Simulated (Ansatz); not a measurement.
A nudged elastic band was laid between two geometries of GeH4 + H3P (9 atoms, charge 0, multiplicity 1).

Theory: Ansatz, RHF/def2-SVP.

- movable images: 9
- climbing image: yes
- spring: 5.0 eV/Å²
- optimiser: quadratic models (default)
- start path: through a guess of the saddle point
- force threshold: 0.03 eV/Å
- iteration limit: 60
- end points: relaxed

Initial state:

```xyz
9
Properties=species:S:1:pos:R:3
Ge 1.131 0.002 -0.597
H 1.413 -0.065 0.908
H 2.436 0.280 -1.351
H 0.127 1.127 -0.879
H 0.544 -1.334 -1.067
P -3.959 0.147 1.997
H -3.599 -0.669 0.900
H -4.510 -0.904 2.766
H -2.687 0.105 2.612
```

Final state:

```xyz
9
Properties=species:S:1:pos:R:3
Ge -0.631 0.002 -0.818
H 0.519 -0.363 3.876
H 0.525 0.608 -0.014
H -0.757 0.740 -2.156
H -0.336 -1.479 -1.086
P -2.614 0.321 0.387
H -3.410 -0.541 -0.401
H -2.333 -0.635 1.389
H -0.067 0.034 4.114
```

(1) What changes between the two ends?

(2) Give the energies along the band, and the barrier.

(3) What is the geometry of the highest image?

The band took 29 iterations and of the order of 5 core-minutes.

Results:

(1) Bonds broken: Ge1–H2, P6–H9. Bonds formed: Ge1–P6, H2–H9. GeH4 + H3P becomes GeH5P + H2.

(2) It converged. The highest image is number 5 of 0 to 10, 4.15 eV above the first end and 3.85 eV above the last; the last end lies 0.30 eV above the first. Beside the main top the profile has a ripple of under 15 meV (maxima at images 5, 8), which may be a very shallow well or noise. Neighbouring images differ by up to 4.0 eV, so the band resolves the path poorly. A vibrational analysis at the climbing image gives one clearly imaginary mode, 1590i cm⁻¹: a first-order saddle point. The orbitals stay closed-shell, which can raise the energy where a bond breaks towards radicals; this wasn't checked here.

| image | path coordinate (Å) | energy (eV) | Ge1–H2 (Å) | P6–H9 (Å) | Ge1–P6 (Å) |
| --- | --- | --- | --- | --- | --- |
| 0 | 0.00 | 0.00 | 1.53 | 1.41 | 5.71 |
| 1 | 1.71 | 0.00 | 1.53 | 1.41 | 5.24 |
| 2 | 3.43 | 0.00 | 1.53 | 1.41 | 5.28 |
| 3 | 5.14 | 0.00 | 1.53 | 1.41 | 4.90 |
| 4 | 6.86 | 0.14 | 1.53 | 1.41 | 3.76 |
| 5 | 8.57 | 4.15 | 1.83 | 2.07 | 2.90 |
| 6 | 10.79 | 0.49 | 3.24 | 3.01 | 2.36 |
| 7 | 13.00 | 0.30 | 4.95 | 4.61 | 2.34 |
| 8 | 15.21 | 0.31 | 4.92 | 5.35 | 2.34 |
| 9 | 17.42 | 0.30 | 4.84 | 4.64 | 2.34 |
| 10 | 19.63 | 0.30 | 4.85 | 4.52 | 2.34 |

(3) 
```xyz
9
Properties=species:S:1:pos:R:3
Ge -0.073 0.113 -0.156
H -0.008 -0.536 1.558
H 1.475 0.034 -0.047
H -0.447 1.581 -0.233
H -0.507 -0.919 -1.180
P -2.825 -0.157 0.730
H -2.942 -1.472 1.252
H -2.896 0.491 1.990
H -0.883 -0.447 1.376
```

Time of the run: 5.1 min on 1 thread of Arm Neoverse V2, on a shared host, peak memory 0.18 GiB.
